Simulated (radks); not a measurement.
The numbers below are computed, except where a source is named.
Ag IV, configuration [Kr] 4d8. Level of theory: Dirac Kohn-Sham, Slater X-alpha with alpha = 0.733, spin-unpolarised, spherical densities, point nucleus; open shells are shared between the two j in proportion to 2j + 1 (a radial shooting solver on a logarithmic mesh with Libxc functionals).

Radial electron density D(r) = 4 pi r^2 rho(r):

```
   r/bohr * D(r) (the largest magnitude, 76, reaches the edge; | marks zero)
 0.003079 |     *
 0.004009 |        *
 0.005221 |             *
 0.006744 |                  *
 0.008781 |                         *
  0.01143 |                                *
  0.01489 |                                       *
  0.01939 |                                           *
  0.02525 |                                          *
  0.03287 |                                       *
   0.0428 |                                     *
  0.05574 |                                        *
  0.07258 |                                                *
   0.0945 |                                                      *
   0.1231 |                                                 *
    0.159 |                                       *
    0.207 |                                     *
   0.2695 |                                           *
   0.3509 |                                      *
    0.457 |                      *
    0.595 |            *
   0.7748 |            *
    1.009 |           *
    1.314 |      *
    1.711 |  *
    2.228 |*
      2.9 *
    3.777 *
```

D(r) has 4 maxima, at r = 0.0220, 0.0960, 0.287, 0.860 bohr, and minima at 0.0435, 0.188, 0.645 bohr, inside which lie 2.05, 11.18, 29.02 electrons.
